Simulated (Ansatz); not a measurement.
Input file for Ansatz (a first-principles code): R-PBE0/def2-TZVPP on AuCl, 2S+1 = 1, a spin state set in the input, which need not be the lowest. Elements past Kr take the def2 small-core potentials; no spin–orbit coupling.

Ansatz 0.2 input:
```yaml
crystal:
  periodic: [false, false, false]
  atoms:
    - {symbol: Au, position_ang: [0.00000000, 0.00000000, 0.00000000]}
    - {symbol: Cl, position_ang: [0.00000000, 0.00000000, 2.26100000]}
basis:
  gaussian:
    orbitals: def2-TZVPP
hamiltonian:
  xc: {name: PBE0}
relax: {f_tol: 0.002, max_steps: 120}
```

The log:

```
WARN ansatz: RAYON_NUM_THREADS=1 ignored (pool sized by the plan → 1); use --threads N
Functional definition: PBE0
integrals: 0.03 GiB planned
716 factors; their error is unknown
mean field: 0.27 GiB planned
mean field evaluation 1: about -16211.7160 eV, gradient 2.1e1 eV
mean field evaluation 2: about -16211.0565 eV, gradient 2.8e1 eV
mean field evaluation 4: about -16212.5774 eV, gradient 1.3e0 eV
mean field evaluation 8: about -16212.6549 eV, gradient 2.6e-2 eV
mean field evaluation 16: about -16212.6549 eV, gradient 8.6e-6 eV
mean field -16212.65491471 eV, -595.8040787834 hartree, gradient 8.6e-6 eV, S^2 0.000000; 0 other end points of the search recorded, 0 dependent functions left out
the calculation of the forces begins
reference -16212.65494123 eV, -595.8040797580 hartree; 18, 18 occupied and 80, 80 virtual orbitals, 716 factors
relax step   1: F+E_penalty+E_count = -16212.65491471 eV  Δ(F+E_penalty+E_count) = +0.000e0 eV  max|allowed force component| = 5.435e-1 eV/Å  Δτ_max = 0.0000 Å  (28 SCF iters, accepted)
these checks for a lower state are left out or cut short: starts, cluster_reference, orbital_swaps, neighbouring_geometries, increment
integrals: 0.03 GiB planned
716 factors; their error is unknown
mean field: 0.27 GiB planned
mean field -16212.66604602 eV, -595.8044878515 hartree, gradient 1.8e-5 eV, S^2 0.000000; 0 other end points of the search recorded, 0 dependent functions left out
the calculation of the forces begins
reference -16212.66607232 eV, -595.8044888180 hartree; 18, 18 occupied and 80, 80 virtual orbitals, 716 factors
relax step   2: F+E_penalty+E_count = -16212.66604602 eV  Δ(F+E_penalty+E_count) = -1.113e-2 eV  max|allowed force component| = 5.725e-2 eV/Å  Δτ_max = 0.0181 Å  (32 SCF iters, accepted)
these checks for a lower state are left out or cut short: starts, cluster_reference, orbital_swaps, neighbouring_geometries, increment
integrals: 0.03 GiB planned
716 factors; their error is unknown
mean field: 0.27 GiB planned
mean field evaluation 32: about -16212.6662 eV, gradient 5.8e-6 eV
mean field -16212.66615697 eV, -595.8044919289 hartree, gradient 5.8e-6 eV, S^2 0.000000; 0 other end points of the search recorded, 0 dependent functions left out
the calculation of the forces begins
reference -16212.66618325 eV, -595.8044928946 hartree; 18, 18 occupied and 80, 80 virtual orbitals, 716 factors
relax step   3: F+E_penalty+E_count = -16212.66615697 eV  Δ(F+E_penalty+E_count) = -1.110e-4 eV  max|allowed force component| = 2.760e-3 eV/Å  Δτ_max = 0.0020 Å  (33 SCF iters, accepted)
these checks for a lower state are left out or cut short: starts, cluster_reference, orbital_swaps, neighbouring_geometries, increment
integrals: 0.03 GiB planned
716 factors; their error is unknown
mean field: 0.27 GiB planned
mean field -16212.66615712 eV, -595.8044919344 hartree, gradient 1.4e-5 eV, S^2 0.000000; 0 other end points of the search recorded, 0 dependent functions left out
the calculation of the forces begins
reference -16212.66618340 eV, -595.8044929002 hartree; 18, 18 occupied and 80, 80 virtual orbitals, 716 factors
relax step   4: F+E_penalty+E_count = -16212.66615712 eV  Δ(F+E_penalty+E_count) = -1.503e-7 eV  max|allowed force component| = 1.770e-3 eV/Å  Δτ_max = 0.0002 Å  (22 SCF iters, accepted)
integrals: 0.03 GiB planned
716 factors; their error is unknown
mean field: 0.27 GiB planned
mean field -16212.66615712 eV, -595.8044919344 hartree, gradient 1.4e-5 eV, S^2 0.000000; 1 other end points of the search recorded, 0 dependent functions left out
the calculation of the forces begins
reference -16212.66618340 eV, -595.8044929002 hartree; 18, 18 occupied and 80, 80 virtual orbitals, 716 factors
Total energy: -16212.66618340 eV, -595.8044929002 hartree
Atom 0 at    -0.000000    -0.000000     0.019976 Å, force    -0.000000    -0.000000     0.001770 eV/Å
Atom 1 at     0.000000     0.000000     2.241024 Å, force     0.000000     0.000000    -0.001770 eV/Å
Dipole moment:    -0.000000     0.000000    -0.801573 e Å
```

Self-consistency was reached.

Cost: about 8 core-seconds (a rough figure).
